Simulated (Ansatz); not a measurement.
Two members of one family (GenHm), computed with Ansatz in the gas phase. The two geometries come from different levels. HOMO and LUMO are taken over both spins. Binding counts from free atoms in the multiplicity of their measured ground term, without zero-point energy. The spins of the ions were chosen, not always searched. A dash marks a value that wasn't run or was left out as unsound. The structures are stationary points that may keep the symmetry of their start. Remarks come from the PBE and PBE0 runs and from stability tests at other levels; not every state was tested. A HOMO above zero means that the electron is unbound at that level and held by the basis, or that self-interaction error raises the level; the energy of removing that electron tells which.

First: Ge4H5 (doublet, charge 0, r2SCAN-D4/def2-SVP geometry; reduced ion singlet).

Cartesian coordinates in Å:
```
Ge -1.1619 -0.9634 -0.4672
Ge -0.8076 1.1107 -1.7191
Ge 0.5317 1.4573 0.3009
Ge 0.9538 -0.9037 0.7460
H 2.1183 -1.4535 -0.0893
H 0.0601 0.9075 -2.9913
H -2.2088 -0.5792 0.6275
H -0.5157 1.8419 1.3965
H 1.0300 -1.4174 2.1960
```

```csv
level,HOMO (eV),LUMO (eV),gap (eV),vertical EA (eV),binding per atom (eV)
PBE-D4/def2-TZVPD,-5.19,-4.29,0.90,2.08,2.59
r2SCAN-D4/def2-TZVP,-5.54,-4.06,1.48,–,2.61
B3LYP-D4/def2-TZVP,-5.85,-3.79,2.06,–,2.54
PBE0-D4/def2-TZVP,-6.11,-3.50,2.62,–,2.55
PBE0-D4/def2-TZVPD,-6.11,-3.50,2.60,2.06,2.55
```

Remarks: HOMO above zero (-1 singlet).

Second: Ge4H6 (singlet, charge 0, PBE-D4/def2-SVP geometry).

Cartesian coordinates in Å:
```
Ge -0.788 1.546 -0.662
Ge 1.431 -0.975 0.670
Ge 0.228 -0.557 -1.436
Ge -0.546 0.274 1.431
H 0.166 2.764 -0.756
H 1.641 -2.436 1.150
H -0.980 -1.574 -1.347
H -1.699 -0.803 1.312
H -2.206 1.934 -1.157
H 2.753 -0.174 0.795
```

Problem. Estimate how these quantities change from the first to the second (second minus first).

Solution. 
```tsv
level	Δ HOMO (eV)	Δ LUMO (eV)	Δ gap (eV)	Δ vertical EA (eV)	Δ binding per atom (eV)
PBE-D4/def2-TZVPD	-0.64	1.10	1.74	-1.03	0.08
r2SCAN-D4/def2-TZVP	-0.50	0.86	1.36	–	0.08
B3LYP-D4/def2-TZVP	-0.56	1.05	1.61	–	0.09
PBE0-D4/def2-TZVP	-0.46	0.90	1.35	–	0.09
PBE0-D4/def2-TZVPD	-0.46	0.90	1.35	-0.92	0.09
```

Remarks: restricted SCF unstable in HF, HOMO above zero (-1 doublet).
